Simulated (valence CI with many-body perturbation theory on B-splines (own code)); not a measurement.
E1 transitions of Au⁶⁵⁺

Calculated by configuration interaction combined with many-body perturbation theory (CI+MBPT): four valence electrons over a frozen Dirac-Fock core [Ne], a basis of 11 s, 11 p, 9 d, 7 f, 5 g, 2 h, 1 i functions for each j, with the one-electron correlation potential Σ1, the two-electron term Σ2, the three-electron term Σ3, Breit, model QED; selected CI, second order for the rest (own B-spline code, finite nucleus).

No measured spectrum was set against this ion. As an estimate, large intervals hold to a few tenths of a per cent, small ones and those within an open d or f shell to about a per cent.

Lines 1 to 50 of 268 in falling wavelength, among levels below 1621.5 eV, chosen from the strongest by gf and those to the six lowest levels. Wavelengths and rates use the calculated energies. Electric multipoles are in the length gauge, E1 and E2 with the static RPA response of the core. Weak lines are less certain than strong ones. Lines between different terms over intervals too small for the method are left out, as are lines whose strength nearly cancels. The highest levels of a list are the least certain.

Levels are named by their leading jj configuration (3d3/2^4 stands for four electrons in 3d with j = 3/2), which in mixed levels can hold well under half, so a name can repeat and another be missing. Letters in brackets count levels of one name in rising energy.

| λ vac (Å) | Upper | Lower | A (s⁻¹) | log gf | Branch % |
| --- | --- | --- | --- | --- | --- |
| 81.65 | (3s 3p1/2^2 3d3/2) J=2 | (3s^2 3p1/2 3d3/2) J=1 | 9.31e+09 | -1.33 | 14.2 |
| 80.70 | (3s 3p1/2 3p3/2 3d5/2) J=4 [a] | (3s^2 3p3/2 3d5/2) J=4 | 3.51e+09 | -1.51 | 20.5 |
| 79.54 | (3s 3p1/2 3p3/2 3d3/2) J=4 | (3s^2 3p3/2 3d3/2) J=3 | 1.19e+10 | -0.99 | 30.9 |
| 76.46 | (3p1/2^2 3p3/2 3d3/2) J=3 | (3s 3p1/2 3p3/2 3d3/2) J=2 [d] | 9.19e+09 | -1.25 | 0.5 |
| 75.39 | (3s 3p1/2 3p3/2 3d3/2) J=2 [b] | (3s^2 3p3/2 3d3/2) J=2 | 7.52e+09 | -1.49 | 0.3 |
| 73.95 | (3s 3p1/2 3p3/2 3d5/2) J=4 [b] | (3s^2 3p3/2 3d5/2) J=3 | 8.03e+09 | -1.23 | 1.6 |
| 72.04 | (3s 3p1/2 3p3/2 3d3/2) J=3 [b] | (3s^2 3p3/2 3d3/2) J=2 | 5.08e+09 | -1.56 | 0.1 |
| 70.48 | (3s 3p1/2 3p3/2 3d5/2) J=3 [a] | (3s^2 3p3/2 3d5/2) J=2 | 5.91e+09 | -1.51 | 0.9 |
| 69.61 | (3s 3p1/2^2 3p3/2) J=2 | (3s^2 3p1/2 3p3/2) J=2 | 1.50e+10 | -1.26 | 44.7 |
| 69.42 | (3s 3p1/2 3p3/2 3d5/2) J=5 | (3s^2 3p3/2 3d5/2) J=4 | 2.55e+10 | -0.69 | 99.9 |
| 68.93 | (3s 3p1/2 3p3/2 3d3/2) J=2 [c] | (3s^2 3p3/2 3d3/2) J=1 | 9.48e+09 | -1.47 | 0.2 |
| 68.79 | (3s 3p1/2 3p3/2^2) J=3 | (3s^2 3p3/2^2) J=2 | 1.75e+10 | -1.06 | 2.7 |
| 67.76 | (3s 3p1/2 3p3/2 3d3/2) J=1 [c] | (3s^2 3p3/2 3d3/2) J=1 | 1.75e+10 | -1.44 | 0.3 |
| 67.67 | (3s 3p1/2 3p3/2 3d5/2) J=4 [c] | (3s^2 3p3/2 3d5/2) J=3 | 1.60e+10 | -1.00 | 0.8 |
| 66.68 | (3s 3p1/2^2 3d5/2) J=3 | (3s^2 3p1/2 3d5/2) J=3 | 2.08e+10 | -1.01 | 6.0 |
| 66.41 | (3s 3p1/2 3p3/2^2) J=1 [a] | (3s^2 3p3/2^2) J=0 | 1.37e+10 | -1.56 | 0.7 |
| 66.16 | (3s 3p1/2 3p3/2 3d5/2) J=3 [b] | (3s^2 3p3/2 3d5/2) J=2 | 2.09e+10 | -1.02 | 2.3 |
| 66.13 | (3s 3p1/2^2 3d5/2) J=3 | (3s^2 3p1/2 3d5/2) J=2 | 3.37e+10 | -0.81 | 9.7 |
| 66.06 | (3s 3p1/2 3p3/2 3d5/2) J=1 [c] | (3s^2 3p3/2 3d5/2) J=1 | 2.19e+10 | -1.37 | 1.6 |
| 65.97 | (3s 3p1/2 3p3/2 3d3/2) J=3 [c] | (3s^2 3p3/2 3d3/2) J=3 | 2.36e+10 | -0.97 | 0.6 |
| 65.92 | (3s 3p1/2^2 3p3/2) J=2 | (3s^2 3p1/2 3p3/2) J=1 | 1.86e+10 | -1.22 | 55.3 |
| 65.85 | (3s 3p1/2 3p3/2 3d5/2) J=1 [a] | (3s^2 3p3/2 3d5/2) J=2 | 1.55e+10 | -1.52 | 2.1 |
| 65.67 | (3p1/2^2 3p3/2 3d3/2) J=2 | (3s 3p1/2 3p3/2 3d3/2) J=2 [b] | 1.26e+10 | -1.39 | 2.3 |
| 65.26 | (3s 3p1/2 3p3/2 3d5/2) J=2 [c] | (3s^2 3p3/2 3d5/2) J=1 | 1.71e+10 | -1.26 | 0.9 |
| 64.96 | (3p1/2^2 3p3/2 3d3/2) J=0 | (3s 3p1/2 3p3/2 3d3/2) J=1 [b] | 5.37e+10 | -1.47 | 4.8 |
| 64.96 | (3s 3p1/2 3p3/2 3d3/2) J=3 [a] | (3s 3p1/2 3p3/2^2) J=2 [b] | 6.01e+09 | -1.57 | 4.7 |
| 64.89 | (3p1/2^2 3p3/2 3d3/2) J=1 | (3s 3p1/2 3p3/2 3d3/2) J=1 [c] | 2.54e+10 | -1.32 | 1.4 |
| 64.48 | (3p1/2^2 3p3/2 3d3/2) J=3 | (3s 3p1/2 3p3/2 3d3/2) J=3 [c] | 2.83e+10 | -0.91 | 1.6 |
| 64.31 | (3s 3p1/2^2 3d3/2) J=1 | (3s^2 3p1/2 3d3/2) J=2 | 4.22e+10 | -1.11 | 61.9 |
| 63.85 | (3p1/2^2 3p3/2 3d3/2) J=1 | (3s 3p1/2 3p3/2 3d3/2) J=2 [c] | 2.16e+10 | -1.40 | 1.2 |
| 63.30 | (3s 3p1/2 3p3/2 3d5/2) J=2 [b] | (3s^2 3p3/2 3d5/2) J=2 | 2.10e+10 | -1.20 | 1.0 |
| 62.94 | (3p1/2^2 3p3/2^2) J=2 | (3s 3p1/2 3p3/2^2) J=1 [a] | 1.33e+10 | -1.40 | 0.7 |
| 62.65 | (3p1/2^2 3p3/2^2) J=2 | (3s 3p1/2 3p3/2^2) J=2 [b] | 1.80e+10 | -1.28 | 0.9 |
| 62.35 | (3s 3p1/2 3p3/2 3d5/2) J=2 [d] | (3s^2 3p3/2 3d5/2) J=1 | 1.85e+10 | -1.27 | 0.4 |
| 61.80 | (3s 3p1/2 3p3/2 3d5/2) J=3 [d] | (3s^2 3p3/2 3d5/2) J=3 | 2.76e+10 | -0.96 | 0.9 |
| 61.72 | (3s 3p1/2^2 3d3/2) J=2 | (3s^2 3p1/2 3d3/2) J=2 | 3.26e+10 | -1.03 | 49.6 |
| 61.64 | (3s 3p1/2^2 3d5/2) J=2 | (3s^2 3p1/2 3d5/2) J=3 | 4.66e+10 | -0.88 | 12.2 |
| 61.54 | (3s 3p1/2 3p3/2 3d5/2) J=2 [c] | (3s^2 3p3/2 3d5/2) J=3 | 1.96e+10 | -1.26 | 1.0 |
| 61.27 | (3s 3p1/2 3p3/2 3d5/2) J=4 [b] | (3s^2 3p3/2 3d5/2) J=4 | 1.01e+10 | -1.29 | 2.0 |
| 61.22 | (3s 3p1/2 3p3/2 3d3/2) J=2 [a] | (3s 3p1/2 3p3/2^2) J=3 | 1.14e+10 | -1.49 | 2.2 |
| 61.17 | (3s 3p1/2^2 3d5/2) J=2 | (3s^2 3p1/2 3d5/2) J=2 | 1.17e+10 | -1.48 | 3.1 |
| 59.83 | (3s 3p1/2^2 3p3/2) J=1 | (3s^2 3p1/2 3p3/2) J=2 | 5.18e+10 | -1.08 | 4.1 |
| 59.65 | (3s 3p1/2 3p3/2^2) J=2 [b] | (3s^2 3p3/2^2) J=2 | 3.07e+10 | -1.09 | 1.3 |
| 59.39 | (3s 3p1/2 3p3/2^2) J=1 [a] | (3s^2 3p3/2^2) J=2 | 2.35e+10 | -1.43 | 1.2 |
| 59.10 | (3p1/2^2 3p3/2 3d3/2) J=1 | (3s 3p1/2 3p3/2 3d3/2) J=2 [b] | 1.80e+10 | -1.55 | 1.0 |
| 58.95 | (3s 3p1/2 3p3/2 3d5/2) J=2 [d] | (3s^2 3p3/2 3d5/2) J=3 | 1.80e+10 | -1.33 | 0.3 |
| 58.69 | (3s 3p1/2 3p3/2 3d3/2) J=1 [d] | (3s^2 3p3/2 3d3/2) J=2 | 2.33e+10 | -1.44 | 0.3 |
| 58.63 | (3p1/2^2 3p3/2^2) J=0 | (3s 3p1/2 3p3/2^2) J=1 [a] | 9.46e+10 | -1.31 | 3.9 |
| 57.76 | (3s 3p1/2 3p3/2 3d5/2) J=3 [c] | (3s^2 3p3/2 3d5/2) J=4 | 3.89e+10 | -0.87 | 1.2 |
| 57.74 | (3s 3p1/2^2 3d3/2) J=1 | (3s 3p1/2^2 3p3/2) J=1 | 1.83e+10 | -1.56 | 26.8 |
